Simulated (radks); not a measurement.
Dynamic dipole polarisability and lines of the tin ion Sn21+, [Ar] 3d10 4s1. Method: non-relativistic Kohn-Sham, LDA (Slater exchange, VWN5 correlation), spin-polarised, spherical densities, point nucleus; open shells are filled with parallel spins first (spin-orbit coupling, left out, can overturn this in heavy ions); computed with a radial shooting solver on a logarithmic mesh with Libxc functionals. Time-dependent linear response with the Hartree and adiabatic LDA kernel, continuum included through the Sternheimer equations. Lines are the poles of the dipole polarisability below minus the highest occupied eigenvalue, found on a grid refined at the orbital gaps; the lowest seven at most are given, and weak or close lines can be missed. The first line takes the name of the lowest orbital gap if no other gap lies below it; otherwise a line is named after a gap within 0.6 % of it, if that gap stands alone.

photon energy (eV)  alpha (bohr^3)
0                           0.2111
30.277                      0.3793
70.646                    -0.09960
111.02                    -0.02340
151.38                    0.005732
191.75                     0.01430
232.12                     0.02104
272.49                     0.04510
312.86                     0.01194
353.23                     0.02085
393.60                     0.03621
433.97                     0.02892
474.34                     0.04415
514.71                     0.01982
555.08                     0.03904
595.45                     0.06045

Lines (eV, oscillator strength): 44.156 (28.08 nm, 4s-4p), f = 0.499; 283.04 (4.381 nm, 4s-5p), f = 0.217; 399.00 (3.107 nm, 4s-6p), f = 0.0688; 462.75 (2.679 nm, 4s-7p), f = 0.0309; 486.17 (2.550 nm, 3d-4p), f = 0.0527; 492.49 (2.517 nm, unassigned), f = 0.347; 501.78 (2.471 nm, unassigned), f = 0.0229. Higher lines, where found, are left out when the end of the mesh affects them. Those listed give 92 % of the static polarisability (sum of f/w^2). Orbital energy gaps for comparison: 4s-4p 41.419 eV; 4s-5p 284.24 eV; 4s-6p 399.52 eV; 4s-7p 463.03 eV; 3d-4p 486.13 eV.
